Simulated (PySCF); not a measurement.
## `O[C@H]1CC=C1[C@H](F)Cl`, C₅H₆ClFO

Molfile (atoms numbered from 1):
```
C5H6ClFO
     RDKit          3D

 14 14  0  0  0  0  0  0  0  0999 V2000
   -0.8226    1.2338    1.5533 O   0  0  0  0  0  0  0  0  0  0  0  0
   -0.5640   -0.0000    0.9650 C   0  0  1  0  0  0  0  0  0  0  0  0
   -1.5885   -0.5539   -0.0767 C   0  0  0  0  0  0  0  0  0  0  0  0
   -0.4381   -0.5580   -1.0451 C   0  0  0  0  0  0  0  0  0  0  0  0
    0.4411   -0.0557   -0.1755 C   0  0  0  0  0  0  0  0  0  0  0  0
    1.8719    0.3089   -0.2084 C   0  0  2  0  0  0  0  0  0  0  0  0
    2.3044    0.5525   -1.4745 F   0  0  0  0  0  0  0  0  0  0  0  0
    2.8540   -1.0499    0.4594 Cl  0  0  0  0  0  0  0  0  0  0  0  0
   -1.0373    1.8746    0.8650 H   0  0  0  0  0  0  0  0  0  0  0  0
   -0.3486   -0.6860    1.7862 H   0  0  0  0  0  0  0  0  0  0  0  0
   -2.3926    0.1396   -0.3166 H   0  0  0  0  0  0  0  0  0  0  0  0
   -2.0113   -1.5291    0.1550 H   0  0  0  0  0  0  0  0  0  0  0  0
   -0.3704   -0.8688   -2.0705 H   0  0  0  0  0  0  0  0  0  0  0  0
    2.1014    1.1914    0.4014 H   0  0  0  0  0  0  0  0  0  0  0  0
  1  2  1  0
  2  3  1  0
  3  4  1  0
  4  5  2  0
  5  6  1  0
  6  7  1  0
  6  8  1  0
  5  2  1  0
  1  9  1  0
  2 10  1  1
  3 11  1  0
  3 12  1  0
  4 13  1  0
  6 14  1  1
M  END
```

Method used: PySCF 2.14.0, TDDFT B3LYP/def2-SVPD circular dichroism and optical rotation, one conformer, gas phase. Geometry: GFN2-xTB.

The molecule is flexible and this is one conformer; a measurement averages over conformers. States above about 7.6 eV lie in this functional's continuum (it starts at minus the energy of the highest occupied orbital, well below the true ionisation energy for most functionals) and depend on the basis.

Stereocentres: C2 S, C6 R.

**Question.** Give the optical rotatory dispersion at 633, 589.3, 546, 436, 405, 365, 355 nm.

**Answer.** [α] in deg dm⁻¹ (g/mL)⁻¹:
| λ (nm) | origin-invariant length gauge | modified velocity gauge | length gauge (centre of mass) | isotropic polarisability (au) |
| --- | --- | --- | --- | --- |
| 633 | +81.2 | +96.7 | +82.0 | 80.4 |
| 589.3 | +94.7 | +112.8 | +95.6 | 80.8 |
| 546 | +111.7 | +133.1 | +112.8 | 81.2 |
| 436 | +184.1 | +219.8 | +185.8 | 83.0 |
| 405 | +217.8 | +260.5 | +219.9 | 83.9 |
| 365 | +277.1 | +332.5 | +279.6 | 85.4 |
| 355 | +295.6 | +355.1 | +298.2 | 85.9 |

**Question.** And for the mirror image at 589.3 nm?

**Answer.** -94.7 deg dm⁻¹ (g/mL)⁻¹ (origin-invariant length gauge): the same size and the opposite sign.

**Question.** What is the molar rotation [Φ] = [α]·M/100 of the geometry above at 589.3 nm?

**Answer.** With M = 136.55 g/mol, +129.3 deg cm² dmol⁻¹ (origin-invariant length gauge).

The first excitation lies at 5.52 eV (225 nm) with R = -6.9 × 10⁻⁴⁰ esu² cm² (velocity form).
